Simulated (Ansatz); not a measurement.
`C[B](N)[GaH2]` + H₂ → `C[BH][GaH2]` + NH₃ at 500 K and 1 bar (hydrogenolysis of a B–N bond).

Gas-phase electronic energies from Ansatz, PBE0-D4/def2-TZVP geometries. CCSD(T)/CBS is the MP2 limit (def2-TZVPP, def2-QZVPP) plus CCSD(T) − MP2 in def2-TZVPP, frozen cores. This one scheme is used for every species. For Ga outer-core shells are correlated without core-valence functions, which leaves a few kJ/mol of doubt a bond. Scalar relativity is left out up to krypton. Each species was taken in one conformer, which may not be the lowest.

```csv
species,CCSD(T)/CBS energy (Eh),H − E (kJ/mol),S (J/(mol·K))
`C[B](N)[GaH2]`,-2045.72929,260.5,415.6
H₂,-1.17544,41.0,145.5
`C[BH][GaH2]`,-1990.35208,199.7,373.5
NH₃,-56.50880,108.2,211.8
```

H − E and S are ideal-gas, rigid-rotor, harmonic terms from PBE0-D4/def2-TZVP, for one conformer and one mirror image of each species. The MP2-based limit puts H₂ 0.8 mEh under its directly extrapolated value; such offsets cancel only in part. 1 Eh = 2625.50 kJ/mol, R = 8.31446 J/(mol·K).

Problem. By hand: ΔE, ΔH, ΔS and ΔG.

Solution. ΔE = (-1990.35208) + (-56.50880) − (-2045.72929) − (-1.17544) = 0.04385 Eh = 115.1 kJ/mol. Δ(H − E) = 199.7 + 108.2 − 260.5 − 41.0 = 6.4, so ΔH = 121.5 kJ/mol. ΔS = 373.5 + 211.8 − 415.6 − 145.5 = 24.2 J/(mol·K). ΔG = 121.5 − 500 × (24.2)/1000 = 109.4 kJ/mol.

Problem. By hand: the equilibrium constant, and the temperature at which ΔG would vanish if ΔH and ΔS stayed fixed.

Solution. log₁₀ K = −ΔG/(RT ln 10) = -11.4. ΔG = 0 at ΔH/ΔS = 5021 K, far beyond where these terms or the molecules hold.

ΔH outweighs TΔS. A doubt of 5 kJ/mol in ΔE shifts log₁₀ K by 0.5 here. Other conformers and mirror images would add mixing entropy, several J/(mol·K) or more a flexible species. These are equilibria of isolated gas molecules and say nothing of rates. Largest T1 diagnostic: 0.013 (customary marks: 0.02 for closed shells, 0.045 for open ones).
